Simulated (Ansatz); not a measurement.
Calculated with Ansatz (gas phase, PBE0-D4/def2-TZVP geometries, no zero-point term in ΔE). CCSD(T)/CBS adds triple-zeta CCSD(T) − MP2 to the extrapolated MP2 energy (def2 sets, frozen cores). This one scheme is used for every species. DFT in def2-TZVPP. B3LYP here is the variant with VWN-RPA as its local correlation; programs differ in this. One conformer a species, not always the lowest.

Reaction (formal exchange of groups at the Si–C bond): `FC[SiH](F)Cl` + silanol → `O[SiH2][SiH](F)Cl` + fluoromethane

Question: Is it downhill or uphill in electronic energy at CCSD(T)/CBS, and by how much? (Estimate.)

Answer: Ansatz gave: Downhill: ΔE = -0.04 eV.

Question: What do these levels give: PBE-D4, B2PLYP, PBE0, B3LYP, HF/def2-TZVPP, MP2/CBS(def2)? (An estimate is asked.)

Answer: The calculation gave: PBE-D4 -0.16, B2PLYP -0.01, PBE0 -0.11, B3LYP -0.04, HF/def2-TZVPP 0.04, MP2/CBS(def2) 0.00 eV.

Largest T1 diagnostic among the species: 0.012.

The D4 term adds −0.04 eV with B3LYP and −0.02 eV with PBE0; it sums over pairs of atoms, weighted by their polarisabilities, and B3LYP, whose exchange is more repulsive, gets the larger term.
